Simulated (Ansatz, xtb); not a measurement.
# Relative energy of two isomers of C3H6OSi

We compare I, `C1=CO[SiH2]C1`, a singlet, with II, `O[Si@@H]1C=CC1`, a singlet. Both are isolated molecules in the gas phase, relaxed with PBE0-D3(BJ)/def2-SVP; the shapes shown needn't be the lowest conformers.

I (Å):

```yaml
atoms:
  - { symbol: C, position_ang: [0.1255, -1.2489, 0.3670] }
  - { symbol: C, position_ang: [-0.3292, -1.2162, 1.6281] }
  - { symbol: C, position_ang: [0.1367, 0.0754, -0.3602] }
  - { symbol: O, position_ang: [-0.7413, -0.0353, 2.1662] }
  - { symbol: Si, position_ang: [-0.5556, 1.1996, 0.9980] }
  - { symbol: H, position_ang: [0.4641, -2.1773, -0.0973] }
  - { symbol: H, position_ang: [-0.4091, -2.0729, 2.3027] }
  - { symbol: H, position_ang: [-1.8787, 1.8226, 0.7105] }
  - { symbol: H, position_ang: [0.3769, 2.2422, 1.5127] }
  - { symbol: H, position_ang: [1.1503, 0.3681, -0.6835] }
  - { symbol: H, position_ang: [-0.4923, 0.0615, -1.2669] }
```

II (Å):

```yaml
atoms:
  - { symbol: C, position_ang: [-0.3629, -1.0127, 1.7772] }
  - { symbol: C, position_ang: [-0.8051, 0.0672, 1.0939] }
  - { symbol: C, position_ang: [-0.0072, 0.2135, -0.1874] }
  - { symbol: O, position_ang: [1.2131, -2.6460, -0.3100] }
  - { symbol: Si, position_ang: [1.0072, -1.2281, 0.5385] }
  - { symbol: H, position_ang: [0.4131, -3.0741, -0.6284] }
  - { symbol: H, position_ang: [2.3848, -0.8914, 0.9910] }
  - { symbol: H, position_ang: [-0.7461, -1.3774, 2.7328] }
  - { symbol: H, position_ang: [-1.5993, 0.7613, 1.4086] }
  - { symbol: H, position_ang: [0.4745, 1.1953, -0.3280] }
  - { symbol: H, position_ang: [-0.5936, -0.0085, -1.0948] }
```

**Question.** Estimate E(II) − E(I) at the level CCSD(T)/def2-SVP + ΔMP2/def2-TZVPP.

**Answer.** Not settled: CCSD(T)/def2-SVP + ΔMP2/def2-TZVPP gives E(II) − E(I) = −1.22 kcal/mol, but this leans on the basis-set step: CCSD(T) alone gives +3.47 kcal/mol.

Level by level:

| level | geometry | E(II) − E(I) (kcal/mol) | departure from the last row (kcal/mol) | job, with rough time for the two |
| --- | --- | --- | --- | --- |
| GFN2-xTB | GFN2-xTB | +27.92 | +29.15 | optimisation, 0.25 s |
| HF/STO-3G | GFN2-xTB | +32.63 | +33.85 | single point, 0.55 s |
| r2SCAN-D4/def2-SVP | GFN2-xTB | +5.15 | +6.37 | single point, 3.9 s |
| PBE0-D3(BJ)/def2-SVP | PBE0-D3(BJ)/def2-SVP | +3.76 | +4.98 | optimisation, 58 s |
| HF/def2-SVP | PBE0-D3(BJ)/def2-SVP | +3.75 | +4.97 | part of the CCSD(T) run |
| MP2/def2-SVP | PBE0-D3(BJ)/def2-SVP | +1.68 | +2.90 | part of the CCSD(T) run |
| CCSD(T)/def2-SVP | PBE0-D3(BJ)/def2-SVP | +3.47 | +4.69 | single point |
| CCSD(T)/def2-SVP + ΔMP2/def2-TZVPP | PBE0-D3(BJ)/def2-SVP | −1.22 |  | single point, 39 s |

As drawn, II has 1 C–Si, 1 O–H in place of 1 C–O, 1 Si–H. Structure I has a 5-membered ring, II a 4-membered ring.

GFN2-xTB, HF/STO-3G, r2SCAN-D4/def2-SVP, PBE0-D3(BJ)/def2-SVP, HF/def2-SVP, MP2/def2-SVP, CCSD(T)/def2-SVP put the two in the other order. The largest departure from CCSD(T)/def2-SVP + ΔMP2/def2-TZVPP is that of HF/STO-3G, 33.85 kcal/mol. The last row adds to CCSD(T) the change of the MP2 difference between the two basis sets, here −4.69 kcal/mol, a large step that makes the value less sure.

With harmonic frequencies from PBE0-D3(BJ)/def2-SVP (ideal gas, rigid rotor, one conformer each, 298.15 K, 1 atm): on the last row, ΔE + ΔZPE = −0.91, ΔH = −0.49, ΔG = −1.20 kcal/mol.

The correlated steps freeze 9 core orbitals. Mirror images aren't counted in ΔG. Programs: Ansatz 0.2.0, xtb 6.7.1; the last row on 2 threads of Intel(R) Xeon(R) Processor @ 2.70GHz on a shared host.
